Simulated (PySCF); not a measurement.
Several species in one continuum solvent.

Computed with PySCF at PBE0/pcSseg-1, non-relativistic, each on one gas-phase PBE0-D3(BJ)/def2-SVP geometry that isn't relaxed in the solvent. The solvent is an IEF-PCM continuum (van der Waals radii × 1.2). Only the electrostatic response of the medium enters.

Problem. Order them by E(solvent) − E(gas) in chloroform (ε = 4.711), most negative first (kcal/mol).
A. `[CH3:1][CH2:2][CH2:3][O:4][c:5]1[cH:6][cH:7][cH:8][cH:9][cH:10]1` with C1–C2–C3–O4 180°, C2–C3–O4–C5 -179°, C3–O4–C5–C6 179°
B. `[O:1]=[S:2](=[O:3])([OH:4])[c:5]1[cH:6][cH:7][cH:8][n:9][cH:10]1` with O1–S2–O4–H 150°, O1–S2–C5–C6 27°
C. `[SiH2-:1][O:2][SiH3:3]` (charge -1) with H–Si1–O2–Si3 -46° and 46°
D. `[N:1]#[C:2]/[CH:3]=[CH:4]/[c:5]1[cH:6][cH:7][cH:8][cH:9][cH:10]1` with C3–C4–C5–C6 1°

Solution. C (-41.7), B (-8.6), D (-6.1), A (-3.2).

| SMILES | charge | ΔE (kcal/mol) | polarisation term (kcal/mol) | HOMO shift (eV) | dipole gas (D) | dipole solvent (D) | atoms |
| --- | --- | --- | --- | --- | --- | --- | --- |
| [SiH2-]O[SiH3] | -1 | -41.7 | -42.3 | -3.74 | – | – | 8 |
| O=S(=O)(O)c1cccnc1 | 0 | -8.6 | -9.4 | +0.07 | 3.64 | 4.28 | 15 |
| N#C/C=C/c1ccccc1 | 0 | -6.1 | -7.1 | +0.12 | 5.40 | 6.58 | 17 |
| CCCOc1ccccc1 | 0 | -3.2 | -3.4 | -0.09 | 1.47 | 1.79 | 22 |

The ion comes first with 41.7 kcal/mol, the neutral species gain 8.6 at most. The polarisation term is half the interaction of the solute with the induced surface charges. No dipole is given for ions, as it depends on the origin.
